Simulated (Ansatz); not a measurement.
One change: `[NH2][GeH]([OH])[CH2]Cl` becomes `[NH2][GeH]([OH])[CH2]F`.

Ansatz, PBE0-D4/def2-TZVP geometries, multiplicity 1. Each molecule was computed in one conformer, which needn't be the lowest.

Scalar relativity is left out up to krypton.

```json
{"property": "size of the dipole moment (ωB97M-V/def2-TZVPP) / D", "`[NH2][GeH]([OH])[CH2]Cl`": "1.12"}
{"property": "HOMO energy (PBE0/def2-TZVPP) / eV", "`[NH2][GeH]([OH])[CH2]Cl`": "-7.59"}
{"property": "HOMO–LUMO gap (PBE/def2-TZVPP) / eV", "`[NH2][GeH]([OH])[CH2]Cl`": "5.48"}
{"property": "LUMO energy (PBE0/def2-TZVPP) / eV", "`[NH2][GeH]([OH])[CH2]Cl`": "0.32"}
{"property": "HOMO energy (PBE/def2-TZVPP) / eV", "`[NH2][GeH]([OH])[CH2]Cl`": "-6.17"}
{"property": "HOMO energy (B3LYP/def2-TZVPP) / eV", "`[NH2][GeH]([OH])[CH2]Cl`": "-7.35"}
```

Give the same properties after the change, and the shifts. (An estimate is asked.)

The calculation gave: 
```tsv
property	`[NH2][GeH]([OH])[CH2]F`	shift
size of the dipole moment (ωB97M-V/def2-TZVPP) / D	1.72	0.60
HOMO energy (PBE0/def2-TZVPP) / eV	-7.61	-0.02
HOMO–LUMO gap (PBE/def2-TZVPP) / eV	5.66	0.18
LUMO energy (PBE0/def2-TZVPP) / eV	0.43	0.11
HOMO energy (PBE/def2-TZVPP) / eV	-6.14	0.03
HOMO energy (B3LYP/def2-TZVPP) / eV	-7.36	-0.01
```

Dipoles are sizes alone; their direction can turn.

B3LYP here is the variant with VWN-RPA as its local correlation; programs differ in this.
